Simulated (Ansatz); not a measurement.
Ansatz (a first-principles code) input (B97M-V/def2-TZVPD):

Ansatz 0.2 input:
```yaml
crystal:
  periodic: [false, false, false]
  atoms:
    - {symbol: C, position_ang: [-0.82887003, 0.04033910, 0.27540525]}
    - {symbol: C, position_ang: [0.65302642, -0.04629898, -0.02558086]}
    - {symbol: Cl, position_ang: [1.33388926, -1.61785535, 0.59742071]}
    - {symbol: Cl, position_ang: [1.54924575, 1.29747360, 0.81855229]}
    - {symbol: Cl, position_ang: [-1.54790087, -1.30891407, -0.83225821]}
    - {symbol: Cl, position_ang: [-1.33073551, 1.63090185, -0.60926926]}
    - {symbol: H, position_ang: [0.97858506, 0.00845681, -1.06452024]}
basis:
  gaussian:
    orbitals: def2-TZVPD
hamiltonian:
  xc: {name: B97M-V}
total_charge: -1
output: {forces: true}
```

End of the output:

```
integrals: 0.34 GiB planned
1519 factors; their error is unknown
mean field: 1.94 GiB planned
mean field evaluation 1: about -52169.1278 eV, gradient 2.4e1 eV
mean field evaluation 2: about -52165.1670 eV, gradient 4.4e1 eV
mean field evaluation 4: about -52170.5766 eV, gradient 2.2e0 eV
mean field evaluation 8: about -52170.5534 eV, gradient 4.2e-1 eV
mean field evaluation 16: about -52170.5537 eV, gradient 7.8e-5 eV
mean field -52170.55365316 eV, -1917.2324842823 hartree, gradient 8.2e-5 eV, S^2 0.000000; 0 other end points of the search recorded, 0 dependent functions left out
the calculation of the forces begins
reference -52170.55374972 eV, -1917.2324878306 hartree; 41, 41 occupied and 226, 226 virtual orbitals, 1519 factors
Total energy: -52170.55374972 eV, -1917.2324878306 hartree
Atom 0 at    -0.828870     0.040339     0.275405 Å, force    -0.063041     0.007596    -0.038750 eV/Å
Atom 1 at     0.653026    -0.046299    -0.025581 Å, force     0.117406    -0.009568     0.011801 eV/Å
Atom 2 at     1.333889    -1.617855     0.597421 Å, force    -0.168998     0.305914    -0.083588 eV/Å
Atom 3 at     1.549246     1.297474     0.818552 Å, force    -0.210943    -0.261900    -0.126658 eV/Å
Atom 4 at    -1.547901    -1.308914    -0.832258 Å, force     0.174414     0.219843     0.120927 eV/Å
Atom 5 at    -1.330736     1.630902    -0.609269 Å, force     0.139072    -0.258592     0.084637 eV/Å
Atom 6 at     0.978585     0.008457    -1.064520 Å, force     0.012090    -0.003292     0.031631 eV/Å
Dipole moment:     0.571673    -0.035355    -0.090638 e Å
```

It need not be the lowest isomer of its formula. Whether it binds its extra electron was not tested at this geometry.
